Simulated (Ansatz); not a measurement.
Born–Oppenheimer molecular dynamics of ClGeH3 (5 atoms, charge 0, multiplicity 1). It goes on from the last frame of an earlier run, with new velocities.

These are results of Ansatz 0.2.0, RKS PBE/def2-mTZVP, not measurements.

* ensemble: NVE (velocity Verlet)
* time step: 0.5 fs
* steps asked: 150
* starting velocities drawn for: 100 K
* masses: H 2.014 u
* seed: 244081

Frames 0.5 fs apart, positions in Å, forces in eV/Å.

Velocities at 60 fs (Å/ps):

```
Ge 2.33 0.22 1.43
Cl -1.36 0.18 -2.81
H -17.33 -10.29 -8.64
H -28.59 20.36 11.74
H -14.35 -21.29 -5.00
```

```xyz
5
Properties=species:S:1:pos:R:3:forces:R:3 time_fs=60 energy_less_start_eV=-0.273 T=802
Ge -0.015 -0.075 0.011 0.17 0.01 0.55
Cl 0.061 0.017 2.235 0.06 -0.01 -0.66
H 1.401 0.240 -0.577 -0.29 -0.35 0.21
H -1.019 0.928 -0.479 -0.36 0.95 -0.08
H -0.793 -1.342 -0.348 0.41 -0.61 -0.02
5
Properties=species:S:1:pos:R:3:forces:R:3 time_fs=60.5 energy_less_start_eV=-0.292 T=850
Ge -0.013 -0.075 0.011 -0.27 -0.01 0.44
Cl 0.061 0.017 2.233 0.08 -0.01 -0.63
H 1.392 0.234 -0.582 -0.18 -0.31 0.17
H -1.034 0.939 -0.473 -0.15 0.73 0.00
H -0.800 -1.353 -0.351 0.52 -0.40 0.03
5
Properties=species:S:1:pos:R:3:forces:R:3 time_fs=61 energy_less_start_eV=-0.303 T=878
Ge -0.012 -0.075 0.012 -0.71 -0.03 0.34
Cl 0.060 0.017 2.232 0.09 -0.01 -0.61
H 1.383 0.229 -0.586 -0.05 -0.27 0.12
H -1.049 0.950 -0.468 0.05 0.52 0.07
H -0.807 -1.364 -0.353 0.62 -0.20 0.08
5
Properties=species:S:1:pos:R:3:forces:R:3 time_fs=61.5 energy_less_start_eV=-0.305 T=883
Ge -0.011 -0.075 0.013 -1.14 -0.05 0.25
Cl 0.059 0.017 2.230 0.11 -0.02 -0.58
H 1.373 0.223 -0.589 0.08 -0.23 0.07
H -1.063 0.963 -0.462 0.24 0.31 0.14
H -0.812 -1.376 -0.356 0.71 -0.01 0.12
5
Properties=species:S:1:pos:R:3:forces:R:3 time_fs=62 energy_less_start_eV=-0.298 T=866
Ge -0.010 -0.075 0.014 -1.55 -0.07 0.18
Cl 0.059 0.017 2.229 0.13 -0.02 -0.55
H 1.364 0.216 -0.593 0.21 -0.19 0.02
H -1.078 0.975 -0.456 0.42 0.12 0.20
H -0.817 -1.388 -0.358 0.79 0.16 0.16
5
Properties=species:S:1:pos:R:3:forces:R:3 time_fs=62.5 energy_less_start_eV=-0.284 T=831
Ge -0.009 -0.075 0.014 -1.93 -0.08 0.12
Cl 0.058 0.018 2.227 0.14 -0.02 -0.52
H 1.356 0.210 -0.597 0.34 -0.15 -0.03
H -1.091 0.988 -0.449 0.59 -0.06 0.24
H -0.821 -1.399 -0.360 0.86 0.31 0.19
5
Properties=species:S:1:pos:R:3:forces:R:3 time_fs=63 energy_less_start_eV=-0.265 T=781
Ge -0.008 -0.075 0.015 -2.28 -0.10 0.08
Cl 0.058 0.018 2.225 0.16 -0.03 -0.50
H 1.347 0.203 -0.601 0.47 -0.11 -0.08
H -1.105 1.001 -0.443 0.74 -0.22 0.28
H -0.824 -1.411 -0.362 0.91 0.45 0.22
5
Properties=species:S:1:pos:R:3:forces:R:3 time_fs=63.5 energy_less_start_eV=-0.242 T=721
Ge -0.007 -0.075 0.016 -2.59 -0.11 0.04
Cl 0.057 0.018 2.224 0.17 -0.03 -0.47
H 1.339 0.196 -0.605 0.60 -0.07 -0.13
H -1.117 1.013 -0.436 0.87 -0.36 0.31
H -0.825 -1.421 -0.364 0.96 0.58 0.25
5
Properties=species:S:1:pos:R:3:forces:R:3 time_fs=64 energy_less_start_eV=-0.216 T=656
Ge -0.006 -0.075 0.017 -2.87 -0.12 0.02
Cl 0.056 0.018 2.222 0.18 -0.03 -0.43
H 1.332 0.189 -0.609 0.71 -0.04 -0.18
H -1.128 1.025 -0.428 0.98 -0.49 0.33
H -0.826 -1.431 -0.365 0.99 0.68 0.27
5
Properties=species:S:1:pos:R:3:forces:R:3 time_fs=64.5 energy_less_start_eV=-0.190 T=590
Ge -0.006 -0.074 0.018 -3.10 -0.13 0.00
Cl 0.056 0.018 2.220 0.20 -0.04 -0.40
H 1.326 0.182 -0.613 0.81 -0.01 -0.22
H -1.138 1.036 -0.421 1.08 -0.60 0.34
H -0.825 -1.440 -0.366 1.01 0.77 0.29
5
Properties=species:S:1:pos:R:3:forces:R:3 time_fs=65 energy_less_start_eV=-0.167 T=529
Ge -0.005 -0.074 0.018 -3.28 -0.13 -0.02
Cl 0.055 0.018 2.219 0.21 -0.04 -0.37
H 1.321 0.175 -0.617 0.89 0.02 -0.25
H -1.147 1.047 -0.413 1.16 -0.70 0.34
H -0.823 -1.448 -0.366 1.03 0.85 0.30
5
Properties=species:S:1:pos:R:3:forces:R:3 time_fs=65.5 energy_less_start_eV=-0.146 T=476
Ge -0.004 -0.074 0.019 -3.42 -0.13 -0.04
Cl 0.054 0.018 2.217 0.22 -0.04 -0.33
H 1.317 0.168 -0.622 0.94 0.05 -0.28
H -1.154 1.057 -0.404 1.23 -0.78 0.34
H -0.820 -1.456 -0.367 1.03 0.91 0.31
```

Of the whole run (75 fs, mean temperature of the second half 664 K): The conserved energy stayed within 0.22 meV per atom of its start (net change -0.19 meV per atom), so the integration is sound. The kinetic energy rose, since the run started high on the potential surface and went downhill. A run of 0.075 ps of so small a system gives no equilibrium averages.

Run time: 3.3 min on 1 thread of Arm Neoverse V1 (shared host), peak memory 0.11 GiB.
